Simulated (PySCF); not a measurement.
Ge(H)(Me)2(OH) (C₂H₈GeO), SMILES [OH][GeH]([CH3])[CH3]. The structure is a stationary point at B3LYP-D3(BJ)/def2-SVP. The values are those of a single conformer.

Give the equilibrium geometry at B3LYP-D3(BJ)/def2-SVP (PySCF confirms it by a frequency run) as bond lengths and angles, and its point group. (The exact figures need the calculation; the answer reports its results.)

This is not unique; one that fits is point group Cs.
Atoms: Ge1 C2 C3 O4 H5 H6 H7 H8 H9 H10 H11 H12. Bond lengths (Å): Ge1–C2 1.963, Ge1–C3 1.963, Ge1–O4 1.800, Ge1–H5 1.542, C2–H6 1.101, C2–H7 1.100, C2–H8 1.102, C3–H9 1.100, C3–H10 1.101, C3–H11 1.102, O4–H12 0.966. Angles (°): C2–Ge1–C3 110.8, C2–Ge1–O4 110.0, C2–Ge1–H5 111.5, C3–Ge1–O4 110.0, C3–Ge1–H5 111.5, O4–Ge1–H5 102.8, Ge1–C2–H6 110.7, Ge1–C2–H7 110.4, Ge1–C2–H8 110.2, H6–C2–H7 108.6, H6–C2–H8 108.2, H7–C2–H8 108.6, Ge1–C3–H9 110.4, Ge1–C3–H10 110.7, Ge1–C3–H11 110.2, H9–C3–H10 108.6, H9–C3–H11 108.6, H10–C3–H11 108.2, Ge1–O4–H12 112.8.
